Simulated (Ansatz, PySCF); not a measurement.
Complex: C2H4 (SMILES C=C) (first 6 atoms) with H2Se (SMILES [SeH2]); geometry from B3LYP-D3(BJ)/def2-TZVP.
(charge 0, multiplicity 1):
```xyz
9

C     -0.30346     0.63998    -0.06602
C      0.10921    -0.61538     0.03458
H     -1.34819     0.88666    -0.21211
H      0.38532     1.47332    -0.00289
H      1.15309    -0.86201     0.18418
H     -0.58039    -1.44876    -0.02491
Se     0.36618     0.44880     3.44349
H     -1.00238    -0.01369     3.18384
H      0.12121     0.49238     4.89594
```

Basis-set superposition error: the interaction energy with monomers in their own basis, and in the dimer's basis (counterpoise).

Programs: Ansatz (a first-principles code) with Gaussian orbitals; PySCF for M06-2X. Each number belongs to the level named beside it.

```json
[
 {"level": "SVWN5/def2-TZVPPD", "uncorrected (kcal/mol)": "-2.80", "counterpoise (kcal/mol)": "-2.70", "difference": "0.11"},
 {"level": "PBE/def2-TZVPPD", "uncorrected (kcal/mol)": "-0.81", "counterpoise (kcal/mol)": "-0.72", "difference": "0.09"},
 {"level": "B97M-V/def2-TZVPPD", "uncorrected (kcal/mol)": "-1.73", "counterpoise (kcal/mol)": "-1.62", "difference": "0.11"},
 {"level": "B3LYP/def2-TZVPPD", "uncorrected (kcal/mol)": "0.11", "counterpoise (kcal/mol)": "0.20", "difference": "0.09"},
 {"level": "BHLYP/def2-TZVPPD", "uncorrected (kcal/mol)": "-0.21", "counterpoise (kcal/mol)": "-0.13", "difference": "0.09"},
 {"level": "M06-2X/def2-TZVPPD", "uncorrected (kcal/mol)": "-1.70", "counterpoise (kcal/mol)": "-1.61", "difference": "0.09"},
 {"level": "wB97X-V/def2-TZVPPD", "uncorrected (kcal/mol)": "-1.57", "counterpoise (kcal/mol)": "-1.49", "difference": "0.08"},
 {"level": "wB97M-V/def2-TZVPPD", "uncorrected (kcal/mol)": "-1.65", "counterpoise (kcal/mol)": "-1.55", "difference": "0.10"},
 {"level": "B2PLYP/def2-TZVPPD", "uncorrected (kcal/mol)": "-0.69", "counterpoise (kcal/mol)": "-0.48", "difference": "0.21"},
 {"level": "SCS-MP2/aug-cc-pVDZ", "uncorrected (kcal/mol)": "-1.79", "counterpoise (kcal/mol)": "-0.94", "difference": "0.84"}
]
```

The error is largest for SCS-MP2/aug-cc-pVDZ (0.84 kcal/mol) and smallest for wB97X-V/def2-TZVPPD (0.08 kcal/mol).
